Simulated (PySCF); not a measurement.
Input for PySCF: R-HF/STO-3G on InH, 2S+1 = 1, a spin state set in the input, which need not be the lowest, a point of a bond scan (R = 1.767 Å).

```python
from pyscf import gto, scf, dft, mp
from pyscf.data.elements import chemcore

mol = gto.M(
    atom='''
    H     0.00000000    0.00000000    0.00000000
    In    0.00000000    0.00000000    1.76702600
    ''',
    basis='sto-3g',
    charge=0, spin=0, verbose=3, max_memory=1800)
mf = scf.RHF(mol)
mf.conv_tol = 1e-8
mf.max_cycle = 100
mf.kernel()
if not mf.converged:
    mf = mf.newton().run(mf.mo_coeff, mf.mo_occ)
```

Output:

```
converged SCF energy = -5683.37735423487
```

The calculation finished and met its thresholds.

Cost: roughly 0.17 core-seconds.
